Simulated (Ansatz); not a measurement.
CH₅ClGe, SMILES `Cl[CH2][GeH3]` from Hartree–Fock to CCSD(T)

Cartesian coordinates in Å:
```
Cl -1.1403 0.1813 1.9509
C -0.2275 0.7986 0.5516
Ge 0.2951 -0.6766 -0.6391
H -0.8638 1.5139 0.0323
H 0.6479 1.3219 0.9338
H 1.1809 -1.6565 0.1408
H -0.9700 -1.3857 -1.1386
H 1.0776 -0.0970 -1.8317
```

The species carries charge 0 and has multiplicity 1. Correlated methods include outer-core shells of Ge, which these sets cover unevenly. Scalar relativity is left out up to krypton. The geometry is a stationary point of PBE0-D4/def2-TZVP. Frozen core, restricted reference, Ansatz 0.2.0.

```json
{"basis": "def2-SVP", "HF (Eh)": "?", "MP2 corr.": "-0.51573", "CCSD corr.": "-0.55120", "(T)": "-0.01456", "CCSD(T) total": "?"}
{"basis": "def2-TZVPP", "HF (Eh)": "?", "MP2 corr.": "?", "CCSD corr.": "?", "(T)": "-0.02578", "CCSD(T) total": "?"}
{"basis": "def2-QZVPP", "HF (Eh)": "-2575.71804", "MP2 corr.": "-0.92790", "CCSD corr.": "–", "(T)": "–", "CCSD(T) total": "–"}
```

Problem. Fill in the withheld values. (Best estimate.)

Solution. Computed: def2-SVP HF (Eh): -2575.19188; def2-SVP CCSD(T) total: -2575.75764; def2-TZVPP HF (Eh): -2575.66097; def2-TZVPP MP2 corr.: -0.63309; def2-TZVPP CCSD corr.: -0.67200; def2-TZVPP CCSD(T) total: -2576.35875.
